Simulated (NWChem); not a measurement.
Molecule: TaOF$_{3}$; SMILES [O]=[Ta]([F])([F])[F]

```xyz
5

Ta     0.0000     0.0000    -0.0173
O      0.0000     0.0000     1.6891
F      1.6116     0.7882    -0.5583
F     -1.4884     1.0016    -0.5583
F     -0.1232    -1.7898    -0.5583
```
Atoms are numbered in this order, from 1.

Level: PBE0/def2-SVP with def2 effective core potentials on Ta (NWChem), optimised geometry, unscaled harmonic frequencies. def2 effective core potentials on Ta; no spin-orbit coupling.

Task: List the harmonic frequencies with IR intensities, and the thermochemistry.

Result: 
```json
[
 {"frequency (cm⁻¹)": "162", "IR intensity (km/mol)": "13.0"},
 {"frequency (cm⁻¹)": "162", "IR intensity (km/mol)": "13.0"},
 {"frequency (cm⁻¹)": "190", "IR intensity (km/mol)": "16.3"},
 {"frequency (cm⁻¹)": "262", "IR intensity (km/mol)": "11.7"},
 {"frequency (cm⁻¹)": "262", "IR intensity (km/mol)": "11.7"},
 {"frequency (cm⁻¹)": "708", "IR intensity (km/mol)": "49.3"},
 {"frequency (cm⁻¹)": "711", "IR intensity (km/mol)": "136.8"},
 {"frequency (cm⁻¹)": "711", "IR intensity (km/mol)": "136.8"},
 {"frequency (cm⁻¹)": "1044", "IR intensity (km/mol)": "139.1"}
]
```

zero-point energy: 6.0 kcal/mol
thermal correction to the enthalpy at 298.15 K (with zero-point energy): 10.3 kcal/mol
heat capacity Cv: 17.8 cal/(mol K)
entropy at 298.15 K and 1 atm (symmetry number 3): 78.6 cal/(mol K)

Rigid rotor and harmonic oscillator.
